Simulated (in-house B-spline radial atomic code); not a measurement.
## Solving the quasi-particle equation for 6s down of Re

Configuration [Xe] 4f14 5d5 6s2, highest spin, start PBE0; correlation leaves out the 10 deepest shells, empty levels kept to 250 hartree. Computed with an all-electron radial atomic-structure program (B-spline basis): all electrons, scalar-relativistic (spin-free one-electron X2C), finite nucleus, each spin shell either full or empty, empty states to l = 9 with an (l + 1/2)⁻⁴ tail; G0W0 by contour deformation at full frequency.

At the mean-field level ε = -5.376 eV the matrix elements are Σx = -9.25 eV, v_xc = -8.497 eV and Σc(ε) = -1.992 eV, and the slope of the correlation self-energy is dΣc/dω = -0.1109. The quasi-particle energy solves E = ε + Σx − v_xc + Σc(E).

(1) What does the linearised equation give?

(2) How does that compare with the full solution and with static screening?

Results:

(1) Z = 1/(1 − dΣc/dω) = 1/1.1109 = 0.9002. The first-order shift is Σx − v_xc + Σc(ε) = -9.25 − (-8.497) + (-1.992) = -2.745 eV, so E ≈ ε + Z × shift = -5.376 + 0.9002 × (-2.745) = -7.847 eV.

(2) Solving the equation at full frequency dependence gives E = -7.838 eV, where Σc = -1.710 eV and the weight is 0.888; the linearised value is off by 9 meV. Leaving Z out would give -8.121 eV. Static COHSEX puts -3.549 eV in place of Σc and gives -9.678 eV, 1.84 eV deeper. The tabulated removal energy is 7.834 eV (NIST, measured); the run leaves out spin-orbit coupling, Breit and QED terms.
